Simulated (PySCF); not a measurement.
Atoms are numbered as in `[O-:1][c:2]1[cH:3][cH:4][cH:5][cH:6][c:7]1[CH:8]([F:9])[F:10]` (H(Xn): hydrogen on atom n).

Geometry: GFN2-xTB; GIAO shifts from PySCF 2.14.0 with density-fitted response routines, gas phase, non-relativistic, averaged over equivalent atoms.

At PBE0/pcseg-1 (165 basis functions, 30 s wall time on 1 thread of an Arm Neoverse V1, shared host):
| atoms | δ (ppm) |
| --- | --- |
| O1 | 303.4 |
| C2 | 177.5 |
| C4 | 133.7 |
| C6 | 131.4 |
| C7 | 129.2 |
| C8 | 125.2 |
| C3 | 125.1 |
| C5 | 100.8 |
| F9/F10 | -129.4 |
| H(C8) | 7.63 |
| H(C6) | 7.12 |
| H(C4) | 6.67 |
| H(C3) | 6.07 |
| H(C5) | 5.37 |

References, each an isolated molecule treated in the same way: H2O for ¹⁷O (339.55 ppm); ¹³C (196.96 ppm), ¹H (31.87 ppm) vs TMS; ¹⁹F (181.73 ppm) vs CFCl3.

**Question.** What do these become at mPW1PW91/def2-SVPD?

**Answer.** 
| atoms | δ at mPW1PW91/def2-SVPD | change |
| --- | --- | --- |
| O1 | 277.7 | -25.7 |
| C2 | 168.7 | -8.8 |
| C4 | 124.6 | -9.1 |
| C6 | 122.3 | -9.1 |
| C7 | 118.5 | -10.7 |
| C8 | 116.8 | -8.4 |
| C3 | 117.5 | -7.6 |
| C5 | 93.7 | -7.1 |
| F9/F10 | -121.6 | +7.8 |
| H(C8) | 7.94 | +0.31 |
| H(C6) | 7.23 | +0.11 |
| H(C4) | 6.83 | +0.16 |
| H(C3) | 6.15 | +0.08 |
| H(C5) | 5.50 | +0.13 |

δ = σ(ref) − σ, references computed at the same level: ¹⁷O (337.56 ppm) vs H2O; ¹³C (193.64 ppm) and ¹H (31.93 ppm) against TMS; ¹⁹F (199.69 ppm) against CFCl3.

The largest change is at O1 (oxygen bonded to C). Cost: 249 basis functions, 48 s wall time on 1 thread of an Arm Neoverse V2, shared host. The order of the carbon signals changes between the two levels.

Unscaled 19F shifts against computed CFCl3 carry errors that often reach 10 to 50 ppm. Unscaled 17O shifts of doubly bonded oxygen tend to come out too high, by tens of ppm or more. Experimental scales use liquid or dissolved standards, which lie at an offset from isolated H2O (liquid H2O: subtract about 36 ppm).
